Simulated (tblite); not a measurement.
C3H7ClGeO.
Bonds: C1–C2, C2–O3 (double), C2–Ge4, Ge4–C5, C5–Cl6. Hydrogens: H7, H8, H9 on C1; H10, H11 on Ge4; H12, H13 on C5.

Computed with GFN2-xTB (tblite), gas phase: L-BFGS steps from a force-field or distance-geometry start until the largest atomic force falls under 0.01 eV/Å.

Step 105: E = -557.6562 eV
```
atom  x, y, z in Å  |  force x, y, z in eV/Å
C1     -1.9157    0.6511    0.1546    0.189   0.070  -0.009
C2     -1.2115   -0.5450   -0.4171   -0.187  -0.155  -0.049
O3     -1.7278   -1.6148   -0.6306    0.202   0.514   0.169
Ge4     0.7478   -0.3058   -0.8964   -0.011  -0.088   0.005
C5      1.9062   -0.3084    0.7261    0.001   0.005   0.060
Cl6     1.3693    1.0468    1.7517    0.034  -0.085  -0.023
H7     -2.9653    0.4319    0.3506    0.070   0.045  -0.026
H8     -1.4201    0.9684    1.0881   -0.126  -0.171  -0.410
H9     -1.8221    1.4775   -0.5690   -0.040  -0.282   0.278
H10     1.2010   -1.4445   -1.7786   -0.036   0.032   0.017
H11     1.0525    0.9950   -1.5975   -0.036   0.023   0.004
H12     1.8283   -1.2233    1.3153   -0.005   0.121  -0.037
H13     2.9529   -0.1286    0.4848   -0.056  -0.028   0.022
```

Step 106: E = -557.6658 eV
```
atom  x, y, z in Å  |  force x, y, z in eV/Å
C1     -1.9020    0.6300    0.1811    0.002  -0.059  -0.036
C2     -1.2161   -0.5330   -0.4537   -0.018  -0.030  -0.021
O3     -1.7515   -1.5738   -0.7243    0.027   0.018   0.036
Ge4     0.7492   -0.3215   -0.9030    0.001  -0.038  -0.013
C5      1.8917   -0.2826    0.7289    0.001   0.006  -0.030
Cl6     1.3797    1.1232    1.6839   -0.014   0.036   0.057
H7     -2.9587    0.4325    0.3426   -0.028  -0.019  -0.018
H8     -1.4209    0.8552    1.1300    0.073  -0.002   0.047
H9     -1.7713    1.4944   -0.4652   -0.004   0.086  -0.033
H10     1.1925   -1.4812   -1.7573   -0.019   0.007   0.000
H11     1.0714    0.9602   -1.6291   -0.026   0.030  -0.011
H12     1.7891   -1.1632    1.3568   -0.020  -0.021   0.031
H13     2.9424   -0.1397    0.4915    0.025  -0.014  -0.010
```

Step 107: E = -557.6668 eV
```
atom  x, y, z in Å  |  force x, y, z in eV/Å
C1     -1.9055    0.6333    0.1741    0.002  -0.040  -0.020
C2     -1.2150   -0.5350   -0.4460    0.002   0.019  -0.012
O3     -1.7449   -1.5816   -0.7024    0.005  -0.021   0.028
Ge4     0.7486   -0.3177   -0.9008    0.001  -0.024  -0.008
C5      1.8955   -0.2879    0.7287    0.002   0.004  -0.013
Cl6     1.3814    1.1093    1.6976   -0.002   0.015   0.036
H7     -2.9615    0.4322    0.3418    0.002  -0.011  -0.018
H8     -1.4210    0.8758    1.1184    0.051  -0.011   0.014
H9     -1.7815    1.4895   -0.4861   -0.010   0.060  -0.016
H10     1.1907   -1.4719   -1.7627   -0.014   0.003  -0.002
H11     1.0668    0.9697   -1.6197   -0.027   0.021  -0.007
H12     1.7961   -1.1739    1.3506   -0.016  -0.004   0.016
H13     2.9458   -0.1414    0.4887    0.004  -0.010   0.001
```

**Question.** Estimate the geometry and energy of step 108. (The exact step hangs on the optimiser's Hessian estimate; all steps are aligned on step 107, rigid shifts and turns removed.)

**Answer.** E = -557.6612 eV, largest force 0.885 eV/Å
```
atom  x, y, z in Å  |  force x, y, z in eV/Å
C1     -1.9309    0.6570    0.1251    0.086  -0.019  -0.022
C2     -1.2011   -0.5474   -0.3868   -0.293  -0.487  -0.075
O3     -1.6869   -1.6483   -0.5256    0.315   0.814   0.149
Ge4     0.7470   -0.2838   -0.8909   -0.012   0.000   0.016
C5      1.9168   -0.3282    0.7245   -0.040  -0.007   0.048
Cl6     1.4042    1.0181    1.7749    0.046  -0.074  -0.057
H7     -2.9793    0.4320    0.3283    0.125   0.038  -0.010
H8     -1.4361    1.0139    1.0389   -0.100  -0.123  -0.249
H9     -1.8487    1.4534   -0.6258   -0.023  -0.178   0.177
H10     1.1814   -1.3968   -1.8101    0.000   0.008   0.004
H11     1.0398    1.0463   -1.5535   -0.052  -0.051   0.028
H12     1.8242   -1.2456    1.3056   -0.009   0.065  -0.043
H13     2.9652   -0.1703    0.4776   -0.043   0.015   0.035
```

The energy changes by +0.0056 eV. The first-order estimate −F·Δx gives -0.0055 eV and the mean of the old and new forces, exact on a quadratic surface, +0.0124 eV. The step makes an angle of 83° with the force vector and moves no atom by more than 0.198 Å. The energy falls at the start of this step and ends higher, so the step passed the lowest point of its straight line.

The cost below is that of the whole relaxation. On one thread of an Arm Neoverse N1, no GPU, shared host with 64 logical CPUs at a one-minute load of 58, this took 1.4 s wall.
